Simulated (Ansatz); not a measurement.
Reaction (cleavage of the Si–Si bond): `N[SiH]([AlH2])[SiH3]` + `[SiH3]P` → `[SiH3]P[SiH3]` + `N[SiH2][AlH2]`

Gas-phase electronic energies from Ansatz, PBE0-D4/def2-TZVP geometries. CCSD(T)/CBS adds triple-zeta CCSD(T) − MP2 to the extrapolated MP2 energy (def2 sets, frozen cores). This one scheme is used for every species. Functionals use def2-TZVPP. One conformer a species, not always the lowest.

Question: Is it downhill or uphill in electronic energy at CCSD(T)/CBS, and by how much? (Best estimate.)

Answer: The calculation gave: Downhill: ΔE = -29.4 kJ/mol.

Question: What do these levels give: PBE, HF/def2-TZVPP, MP2/def2-TZVPP, CCSD(T)/def2-TZVPP, MP2/def2-QZVPP, MP2/CBS(def2)? (Best estimate.)

Answer: Computed: PBE -19.5, HF/def2-TZVPP -32.5, MP2/def2-TZVPP -34.9, CCSD(T)/def2-TZVPP -27.6, MP2/def2-QZVPP -36.0, MP2/CBS(def2) -36.7 kJ/mol.

Largest T1 diagnostic among the species: 0.013.

From PBE to PBE0 (25 % exact exchange), in def2-TZVPP and without D4, ΔE moves by −4.3 kJ/mol.
